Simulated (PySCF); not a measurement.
Sn²⁺: ionisation energy

Sn²⁺ [Kr] 4d10 5s2 → Sn³⁺ [Kr] 4d10 5s1 [5s1/2^1, M_J = 1/2], as a difference of total energies. Computed with PySCF 2.14 in x2c-TZVPPall-2c (8s9p5d2f, 74 functions), with the two-component X2C-1e Hamiltonian. Correlated levels: [Ar] 3d10 frozen; the 6 highest virtual spinors dropped. "Screened" scales the spin-orbit matrix elements by Boettger's factors to mimic the two-electron term; Breit and QED terms are absent.

```tsv
method	ionisation energy (eV)
GHF (spin-free)	28.543
GMP2 (spin-free)	30.394
GHF (screened spin-orbit)	28.545
GMP2 (screened spin-orbit)	30.397
```

Problem. How much does correlation contribute at GMP2 (screened spin-orbit)?

Solution. 30.397 − (28.545) = 1.852 eV, measured against GHF (screened spin-orbit).

Errors of the correlated levels include the incompleteness of this basis and the frozen core.

For comparison: 30.506 eV (measured; NIST Atomic Spectra Database, ionization energies).
